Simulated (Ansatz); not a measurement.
Reactions of `[NH2][Nb](=[O])([OH])[Cl]`.

Gas-phase electronic energies from Ansatz, PBE0-D4/def2-TZVP geometries. CBS: MP2 limit from def2 TZ/QZ plus the TZ coupled-cluster correction, frozen cores. This one scheme is used for every species. Functionals use def2-TZVPP. B3LYP here is the variant with VWN-RPA as its local correlation; programs differ in this. Elements past krypton have def2 core potentials. For Nb outer-core shells are correlated without core-valence functions, which leaves a few kJ/mol of doubt a bond. Each species was taken in one conformer, which may not be the lowest.

| reaction | CCSD(T)/CBS(def2) (kJ/mol) |
| --- | --- |
| `[NH2][Nb](=[O])([OH])[Cl]` + H–F → `[NH2][Nb](=[O])([OH])[F]` + HCl | ? |
| `[NH2][Nb](=[O])([OH])[Cl]` + HCl → `[NH2][Nb](=[O])([Cl])[Cl]` + H₂O | ? |
| `[NH2][Nb](=[O])([OH])[Cl]` + HCl → `[O]=[Nb]([OH])([Cl])[Cl]` + NH₃ | -76 |
| `[NH2][Nb](=[O])([OH])[Cl]` + H₂O → `[NH2][Nb](=[O])([OH])[OH]` + HCl | 53 |
| `[NH2][Nb](=[O])([OH])[Cl]` + H–F → `[O]=[Nb]([OH])([F])[Cl]` + NH₃ | -76 |
| `[NH2][Nb](=[O])([OH])[Cl]` + H₂O → `[O]=[Nb]([OH])([OH])[Cl]` + NH₃ | -49 |

Question: Fill in the missing values. (Best estimate.)

Answer: Ansatz gave: `[NH2][Nb](=[O])([OH])[Cl]` + H–F → `[NH2][Nb](=[O])([OH])[F]` + HCl: -6.5 kJ/mol; `[NH2][Nb](=[O])([OH])[Cl]` + HCl → `[NH2][Nb](=[O])([Cl])[Cl]` + H₂O: -44.7 kJ/mol.

Largest T1 diagnostic: 0.022, for `[NH2][Nb](=[O])([OH])[OH]`.
